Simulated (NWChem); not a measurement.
Species: Cl2 anion, doublet

```xyz
2

Cl     0.0000     0.0000    -1.3603
Cl     0.0000     0.0000     1.3603
```
Atoms are numbered in this order, from 1.

Results from NWChem. Spin-unrestricted. Structure relaxed at the B3LYP/def2-SVPD, spin-unrestricted level. No stability test was run on the SCF state. Level: PBE/aug-cc-pVDZ with COSMO at NWChem's default radii, gas-phase geometry; the question gives the dielectric constant. Reactions with the solvent are ignored.

Question: Predict the results for dielectric constant 2.0. Quantities: electrostatic solvation energy (kcal/mol).

Answer: 
| Quantity | Value |
|---|---|
| electrostatic solvation energy (kcal/mol) | -29.6 |
